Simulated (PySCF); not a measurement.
C₂H₇F₂NSi.
Bonds: N1–Si2, Si2–C3, C3–F4, Si2–C5, C5–F6. Hydrogens: H7, H8 on N1; H9 on Si2; H10, H11 on C3; H12, H13 on C5.

Computed by this run: PBE0-D3(BJ)/def2-SVP geometry optimisation, gas phase in PySCF; density fitting, grid level 1; the optimiser is geomeTRIC in internal coordinates, started from a GFN2-xTB structure with every atom displaced at random (about 0.01 Å).

Step 2: E = -16967.6107 eV
```
atom  x, y, z in Å  |  force x, y, z in eV/Å
N1      1.7533   -0.1336    0.2840    0.065  -0.016  -0.040
Si2     0.0535   -0.3197    0.5430   -0.018   0.061   0.147
C3     -0.5561    1.4611    0.8079   -0.028  -0.083  -0.113
F4      0.2001    2.0059    1.8350    0.059   0.041   0.088
C5     -0.7241   -1.1525   -0.9718    0.127  -0.031  -0.041
F6     -2.0958   -1.2068   -0.8299   -0.105   0.007   0.037
H7      2.1961    0.5908    0.8421    0.010   0.008  -0.013
H8      2.3771   -0.9270    0.1826   -0.053   0.001   0.034
H9     -0.3554   -1.1240    1.7418    0.003   0.006  -0.017
H10    -1.6237    1.5194    1.0789   -0.010  -0.027  -0.023
H11    -0.4035    2.0742   -0.0982   -0.027  -0.013  -0.019
H12    -0.4713   -0.6210   -1.9067   -0.009   0.020   0.010
H13    -0.3337   -2.1834   -1.0723   -0.013   0.025  -0.050
```

Step 3: E = -16967.6177 eV
```
atom  x, y, z in Å  |  force x, y, z in eV/Å
N1      1.7647   -0.1455    0.2854   -0.008   0.099   0.017
Si2     0.0651   -0.3201    0.5571   -0.021  -0.037  -0.006
C3     -0.5643    1.4516    0.7972    0.034  -0.008  -0.017
F4      0.1799    2.0215    1.8227   -0.001   0.029   0.024
C5     -0.7190   -1.1375   -0.9646    0.053  -0.007   0.012
F6     -2.0911   -1.1890   -0.8054   -0.071   0.001   0.014
H7      2.2172    0.5809    0.8340    0.015  -0.018  -0.026
H8      2.3734   -0.9501    0.1984    0.023  -0.055   0.029
H9     -0.3415   -1.1262    1.7541    0.004   0.009   0.000
H10    -1.6341    1.4948    1.0609   -0.021  -0.022  -0.002
H11    -0.4208    2.0558   -0.1161   -0.004  -0.010  -0.018
H12    -0.4774   -0.5866   -1.8907   -0.007   0.035   0.001
H13    -0.3356   -2.1658   -1.0964    0.004  -0.016  -0.028
```

Step 4: E = -16967.6222 eV
```
atom  x, y, z in Å  |  force x, y, z in eV/Å
N1      1.7815   -0.1572    0.2905   -0.042   0.064   0.020
Si2     0.0806   -0.3250    0.5689   -0.002  -0.057  -0.078
C3     -0.5705    1.4388    0.7834    0.054   0.056   0.072
F4      0.1526    2.0429    1.8063   -0.039  -0.004  -0.032
C5     -0.7181   -1.1210   -0.9577   -0.026   0.001   0.023
F6     -2.0905   -1.1702   -0.7740    0.004  -0.003  -0.001
H7      2.2432    0.5733    0.8253    0.009  -0.007  -0.015
H8      2.3764   -0.9750    0.2309    0.039  -0.035   0.023
H9     -0.3217   -1.1299    1.7668    0.003   0.003   0.007
H10    -1.6434    1.4616    1.0378   -0.015  -0.015  -0.002
H11    -0.4355    2.0308   -0.1392    0.009  -0.009  -0.013
H12    -0.4942   -0.5397   -1.8699   -0.002   0.021   0.000
H13    -0.3439   -2.1457   -1.1325    0.009  -0.015  -0.005
```

**Question.** Estimate the geometry and energy of step 5. (The exact step hangs on the optimiser's Hessian estimate; all steps are aligned on step 4, rigid shifts and turns removed.)

**Answer.** E = -16967.6235 eV, largest force 0.087 eV/Å
```
atom  x, y, z in Å  |  force x, y, z in eV/Å
N1      1.7894   -0.1614    0.2939   -0.021   0.002   0.005
Si2     0.0878   -0.3291    0.5705    0.003  -0.021  -0.049
C3     -0.5703    1.4334    0.7779    0.037   0.041   0.068
F4      0.1396    2.0519    1.8002   -0.034  -0.014  -0.035
C5     -0.7209   -1.1147   -0.9560   -0.039   0.003   0.012
F6     -2.0921   -1.1649   -0.7577    0.024  -0.005  -0.004
H7      2.2521    0.5742    0.8205   -0.002   0.007  -0.007
H8      2.3819   -0.9834    0.2540    0.022  -0.003   0.017
H9     -0.3119   -1.1330    1.7698    0.002  -0.003   0.003
H10    -1.6454    1.4462    1.0251   -0.007  -0.005  -0.007
H11    -0.4359    2.0190   -0.1492    0.007  -0.003  -0.006
H12    -0.5078   -0.5176   -1.8610   -0.001   0.004  -0.001
H13    -0.3500   -2.1370   -1.1515    0.010  -0.003   0.003
```

The energy changes by -0.0013 eV. The first-order estimate −F·Δx gives -0.0018 eV and the mean of the old and new forces, exact on a quadratic surface, -0.0012 eV. The step makes an angle of 81° with the force vector and moves no atom by more than 0.027 Å.

The cost below is that of the whole optimisation. Hardware: one thread of an Arm Neoverse N1, no GPU, on a shared host. Cost: 2.1 min of wall time, 0.52 GiB resident at most.
